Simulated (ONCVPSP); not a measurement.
Varying the ONCV potential for Sr

Base potential:

Sr (Z = 38), optimised norm-conserving Vanderbilt (ONCV), made with ONCVPSP 4.0.1 (revPBE, scalar-relativistic). Core [Ar] 3d10, reference 4s2 4p6 5s1.75 (charge +0.25). Waves: 4s+5s: rc 2.20 bohr, ncon 5, nbas 10, qcut 5.9 1/bohr, 3 projectors, debl 3.1 Ha; 4p: rc 2.45 bohr, ncon 3, nbas 7, qcut 7.2 1/bohr, 3 projectors, debl 0.8 Ha; d scattering state at 0.11 Ha: rc 1.95 bohr, ncon 3, nbas 8, qcut 5.1 1/bohr, 1 projector. Local part: polynomial inside 1.55 bohr (lpopt 5, dvloc0 1 Ha). Core correction: Teter function, fcfact 3.5, rcfact 1.25.

In the p channel the program set the typed energies aside and used -0.893, 0.250, 1.050 Ha. In the d channel the program set the typed energies aside and used 0.050 Ha.

Cutoffs, loose and tight: the cutoffs (Ha) at which the residual kinetic energy of the hardest occupied pseudo-wave falls to 1 and 0.1 mHa per electron. They do not see the model core or the augmentation charge, which bear on the density cutoff. Test errors are all-electron minus pseudo excitation energies from the reference, over the configurations 4s2 4p6 5s2; 4s2 4p6 5s1; 4s2 4p6 5s0; 4s2 4p6 5s0 5p2. A dash means not determined; rows that change the core or the reference have their own tests.

```csv
change,outcome,"cutoff, loose","cutoff, tight",bound ghosts,GHOST(+) flags above zero,largest test error (meV)
base,"generated, projector energies reset by the program",12 Ha,14 Ha,none,s,-1.9
"all radii but the core radius scaled by about 0.78 (s 1.72, p 1.90, d 1.52 bohr); local potential polynomial inside 1.20 bohr (lpopt 5, dvloc0 1 Ha)","generated, projector energies reset by the program",15 Ha,32 Ha,none,s,-1.1
"all radii but the core radius scaled by about 0.82 (s 1.82, p 2.02, d 1.60 bohr); local potential polynomial inside 1.28 bohr (lpopt 5, dvloc0 1 Ha)","generated, projector energies reset by the program",14 Ha,18 Ha,none,s,-1.2
"all radii but the core radius scaled by about 0.89 (s 1.96, p 2.18, d 1.72 bohr); local potential polynomial inside 1.38 bohr (lpopt 5, dvloc0 1 Ha)","generated, projector energies reset by the program",13 Ha,16 Ha,none,s,-1.5
"all radii but the core radius scaled by about 0.95 (s 2.08, p 2.32, d 1.84 bohr); local potential polynomial inside 1.46 bohr (lpopt 5, dvloc0 1 Ha)","generated, projector energies reset by the program",13 Ha,15 Ha,none,s,-1.7
"all radii but the core radius scaled by about 1.16 (s 2.54, p 2.84, d 2.26 bohr); local potential polynomial inside 1.80 bohr (lpopt 5, dvloc0 1 Ha)","generated, projector energies reset by the program",10 Ha,13 Ha,none,none,-2.4
"all radii but the core radius scaled by about 1.32 (s 2.90, p 3.22, d 2.56 bohr); local potential polynomial inside 2.04 bohr (lpopt 5, dvloc0 1 Ha)","generated, projector energies reset by the program",8.0 Ha,11 Ha,none,none,-7.0
```

What comes out with this change to the base: all radii but the core radius scaled by about 1.08 (s 2.36, p 2.64, d 2.10 bohr); local potential polynomial inside 1.66 bohr (lpopt 5, dvloc0 1 Ha)?

outcome: generated, projector energies reset by the program; cutoff, loose: 11 Ha; cutoff, tight: 13 Ha; bound ghosts: none; GHOST(+) flags above zero: s; largest test error (meV): -2.2.

What comes out with this change to the base: all radii but the core radius scaled by about 1.25 (s 2.76, p 3.06, d 2.44 bohr); local potential polynomial inside 1.94 bohr (lpopt 5, dvloc0 1 Ha)?

outcome: generated, projector energies reset by the program; cutoff, loose: 8.9 Ha; cutoff, tight: 11 Ha; bound ghosts: none; GHOST(+) flags above zero: none; largest test error (meV): -3.8.

What comes out with this change to the base: all radii but the core radius scaled by about 1.21 (s 2.66, p 2.96, d 2.36 bohr); local potential polynomial inside 1.88 bohr (lpopt 5, dvloc0 1 Ha)?

outcome: generated, projector energies reset by the program; cutoff, loose: 9.4 Ha; cutoff, tight: 12 Ha; bound ghosts: none; GHOST(+) flags above zero: none; largest test error (meV): -3.3.

Reading the sweep of the scale of all radii but the core radius (base = 1) (base included, trends over the rows without a ghost): The loose cutoff falls from 15 Ha at 0.78 to 8.0 Ha at 1.32. A larger radius leaves more room for a smooth pseudo-wave, so fewer plane waves are needed; a smaller one forces it to follow the all-electron wave where it bends sharply. The median size of the test errors (rows with all tests solved) rises from 0.2 meV at 0.78 to 1.7 meV at 1.32. More of the atom is replaced by a form fitted at one configuration, so other configurations suffer as the radius grows.
